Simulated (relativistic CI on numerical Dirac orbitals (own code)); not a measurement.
**Os7+: resonant inelastic scattering at the L2,3 edge**

Computed with this model: Dirac-Coulomb-Breit CI, orbitals from a KLI potential per configuration, a model potential for QED, Kramers-Heisenberg scattering through one core-hole configuration in a parametric crystal field, unscaled Slater integrals; configurations [Xe] 4f14 5d → [He] 2s2 2p5 3s2 3p6 3d10 4s2 4p6 4d10 4f14 5s2 5p6 5d2; 300 K; core-hole width 3 eV; summed over polarisations. Incident energies are the highest absorption maxima for each field (at most a few, so the weaker spin-orbit partner edge can be absent), on the computed scale of the free ion. Intensities are in per cent of the strongest line above 0.02 eV; levels within 1 cm⁻¹ are merged; final levels count from the ground level, the first row holds all elastic scattering, lines under 0.4 are left out and each table stops after 24 rows. The scale of the Slater integrals is a model choice and moves the terms in proportion.

Field parameters in Wybourne normalisation: Oh B⁴₀ = 21Dq, B⁴₄ = √(5/14) B⁴₀. The field is a parameter set, without covalency.

S is read from ⟨S²⟩ = S(S + 1).

Oh, 10Dq = 10000 cm⁻¹:

| Final level (eV) | Degeneracy | Irrep | S | 10883.8 eV | 12395.5 eV |
| --- | --- | --- | --- | --- | --- |
| 0.000 | 4 | Γ8 | 0.50 | 1953.3 | 352.6 |
| 1.279 | 2 | Γ7 | 0.50 | 87.9 | 4.9 |
| 2.205 | 4 | Γ8 | 0.50 | 100.0 | 6.9 |

Oh, 10Dq = 22550 cm⁻¹:

```tsv
Final level (eV)	Degeneracy	Irrep	S	10884.2 eV	12395.1 eV
0.000	4	Γ8	0.50	1611.3	337.7
1.140	2	Γ7	0.50	90.3	7.4
3.483	4	Γ8	0.50	100.0	7.0
```

Oh, 10Dq = 35100 cm⁻¹:

```csv
Final level (eV),Degeneracy,Irrep,S,10881.9 eV,10885.2 eV,12394.6 eV
0.000,4,Γ8,0.50,641.9,1114.0,274.2
1.082,2,Γ7,0.50,50.9,48.1,7.2
4.924,4,Γ8,0.50,16.0,100.0,4.5
```

For the first field the strongest loss at the lowest incident energy is the level at 2.20 eV (S = 0.50, against 0.50 in the thermal ground state).
